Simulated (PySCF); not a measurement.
Delta-SCF ions had no search for a lower state. Excitations are Tamm–Dancoff values on a coarser integration grid. The basis has no diffuse functions, so Rydberg states are missing or too high.

**C2H3I, SMILES `C=CI` (charge 0, multiplicity 1)**

Calculation: PySCF with TPSSh-D3(BJ)/def2-TZVP // B3LYP-D3(BJ)/def2-TZVP.

- HOMO: -6.51 eV
- dipole moment: 1.36 D
- LUMO: -1.16 eV
- HOMO–LUMO gap: 5.36 eV
- S1 excitation (TDA): 4.86 eV
- S1 oscillator strength: 0.000
- brightest of the four lowest singlets (TDA): 5.77 eV
- T1 excitation (TDA): 4.10 eV
- S1–T1 gap (TDA): 0.76 eV
- vertical ionisation energy (Delta-SCF): 9.16 eV
- total energy: -375.6456 Ha
- cost: about 2.3 core-minutes (a rough figure)

```xyz
6

C     -0.7685    -0.1195     0.0523
C      0.4751     0.2754    -0.1493
I      2.1603    -0.7923     0.5082
H     -1.5897     0.4848    -0.3170
H     -1.0171    -1.0320     0.5768
H      0.7399     1.1836    -0.6709
```
Charge 0, spin multiplicity 1.
